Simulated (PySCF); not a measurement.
## EuF3(NH3) at several levels of theory

Computed with PySCF 2.14.0 (density fitting, no spin-orbit coupling) at the geometry relaxed with PBE0:

```xyz
8
EuF3(NH3) (singlet in the valence; each metal's 4f electrons, 6 of them, lie in its core potential, out of spins and levels)
Eu    0.1116   -0.1116    0.1116
F     1.0917    1.4217    1.0917
F    -1.4217   -1.0917    1.0917
F     1.0917   -1.0917   -1.4217
N    -1.3639    1.3639   -1.3639
H    -1.9743    1.9743   -0.8169
H    -0.8169    1.9743   -1.9743
H    -1.9743    0.8169   -1.9743
```

```
    level                                                              basis    state  HOMO (eV)  gap (eV)  charge on Eu1 (e)  population of f-type functions on Eu1 (polarisation alone where 4f lies in the core)  dipole about the centre of mass (D)  largest force component (eV/Å)
     PBE0      Eu lcecp-1-SVP with ECP52, F def2-SVP, N def2-SVP, H def2-SVP  singlet      -9.31      8.50               1.18                                                                                  0.11                                 5.70                            0.01
CAM-B3LYP                                                           the same  singlet     -10.80     10.62               1.14                                                                                  0.11                                 5.70                            0.04
     PBE0  Eu lcecp-1-TZVP with ECP52, F def2-TZVP, N def2-TZVP, H def2-TZVP  singlet      -9.50      8.50               1.61                                                                                  0.12                                 5.66                            0.23
```

In the lcecp rows the 4f levels are missing from HOMO and gap, and the state counts the valence alone.

Charges are Mulliken's, which hang on the basis. The relaxation used the grid (50, 194), these runs (75, 302) or, all-electron (x2c bases, spin-free X2C Hamiltonian), (99, 590).

(1) What does BLYP with Eu lcecp-1-SVP with ECP52, F def2-SVP, N def2-SVP, H def2-SVP give here?

An lcecp potential fixes the number of 4f electrons, so in runs with it no electron can move into or out of that shell.

Results:

(1) state singlet, HOMO (eV) -7.26, gap (eV) 5.70, charge on Eu1 (e) 0.92, population of f-type functions on Eu1 (polarisation alone where 4f lies in the core) 0.10, dipole about the centre of mass (D) 5.59, largest force component (eV/Å) 0.31. Time: 6 s on 2 threads of Arm Neoverse V1 (shared host), from an already converged density.
